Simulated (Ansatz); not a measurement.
`O[Si]1(Cl)NCS1`, relaxed with RKS PBE-D4/def2-SVP in Ansatz from a rough embedded geometry. The force threshold is 0.03 eV/Å; the program also tests the step.

Total charge 0; spin multiplicity 1.

Start:

```xyz
10

O    -1.423    0.464   -1.186
Si    0.023    0.801   -0.546
Cl    0.525    2.682   -0.910
N     0.180    0.320    1.042
C     0.544   -1.106    0.797
S     1.442   -0.698   -0.768
H    -1.524    0.582   -2.098
H    -0.759    0.358    1.482
H    -0.235   -1.870    0.634
H     1.226   -1.533    1.552
```

Problem. By how much does the energy fall, and how many steps does the optimiser take? (An estimate is asked.)

Solution. Ansatz gave: 93.03 kJ/mol, in 14 steps, 2 of them rejected.

Problem. Which bonds change most? (Estimate.)

Solution. The calculation gave: Si2–Cl3 from 1.980 to 2.095 Å; Si2–S6 from 2.076 to 2.146 Å; O1–H7 from 0.924 to 0.974 Å; Si2–N4 from 1.667 to 1.715 Å.

Problem. Give the relaxed structure. (An estimate is asked.)

Solution. The calculation gave: 
```xyz
10

O    -1.497    0.610   -1.623
Si   -0.130    0.582   -0.677
Cl    0.675    2.508   -0.858
N    -0.332   -0.052    0.904
C     0.653   -1.126    0.901
S     1.272   -1.032   -0.865
H    -1.565    1.382   -2.213
H    -0.804    0.230    1.763
H     0.219   -2.135    1.075
H     1.509   -0.967    1.592
```
